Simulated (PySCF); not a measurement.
Compound: C5H5F2NO2.
Structure used (PBE0-D3(BJ)/def2-SVP), in Å, numbered top down from 1:
```xyz
15
C5H5F2NO2 angstrom
N      0.090    2.846   -0.954
C      0.071    1.738   -0.624
C      0.140    0.318   -0.216
O     -0.897   -0.021    0.652
C     -2.164   -0.024    0.121
F     -2.896   -0.828    0.885
F     -2.694    1.207    0.179
C      1.489   -0.169    0.322
C      1.475   -1.077   -0.912
O      0.217   -0.526   -1.340
H     -2.175   -0.374   -0.925
H      1.381   -0.665    1.294
H      2.279    0.589    0.358
H      2.265   -0.890   -1.654
H      1.400   -2.159   -0.718
```

The calculation used PySCF 2.14.0, density-fitted response routines, TDDFT B3LYP/def2-SVPD, vertical, gas phase, core orbitals frozen in the response.

Transition dipole moments from the ground state, in atomic units and in the frame of the coordinates above (overall signs are arbitrary), for the states with f of 0.002 or more among the lowest 6:

```csv
state,E (eV),μx,μy,μz
S1,6.811,0.066,0.122,-0.043
S3,7.422,-0.065,0.152,0.001
S4,7.662,-0.028,0.135,0.101
S5,7.826,0.117,-0.240,-0.028
S6,7.919,0.175,0.073,-0.109
```

Question: What oscillator strength does each state have?

Answer: f = (2/3) ΔE |μ|² with ΔE in hartree (27.2114 eV).

| state | \|μ\|² (au) | \|μ\| (D) | f |
| --- | --- | --- | --- |
| S1 | 0.021 | 0.37 | 0.004 |
| S3 | 0.027 | 0.42 | 0.005 |
| S4 | 0.029 | 0.43 | 0.005 |
| S5 | 0.072 | 0.68 | 0.014 |
| S6 | 0.048 | 0.55 | 0.009 |

Question: Which bond between heavy atoms lies closest to the direction of the S5 transition dipole?

Answer: C5–F7, at 4° from it; next C2–C3 at 32°.

Question: How is the summed strength of these states shared among x, y and z?

Answer: (2/3) Σ ΔE μα² gives 0.010 for x, 0.022 for y and 0.005 for z, 0.037 in all.

Question: What peak molar absorption coefficient would the strongest computed level give as a lone Gaussian band 0.3 eV wide at half height?

Answer: ε(max) = 2.175×10⁸ f / FWHM, with the width in cm⁻¹. S5: 2.175×10⁸ × 0.0139 / 2420 ≈ 1200 L mol⁻¹ cm⁻¹.

One conformer stands for the species.
